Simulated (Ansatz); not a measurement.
Q: Name a neutral molecule of C, Ga, S and H with HOMO–LUMO gap (PBE/def2-TZVPP) between 2.75 and 3.05 eV and ideal-gas entropy at 298 K and 1 bar (rigid rotor, harmonic PBE0-D4/def2-TZVP) between 309 and 325 J/(mol·K) (Ansatz, PBE0-D4/def2-TZVP geometry).

A: `C=[C]1[S][GaH]1` (2.84 eV, 311 J/(mol·K)). Other molecules can fit too; these were computed, each in one conformer that needn't be the lowest.
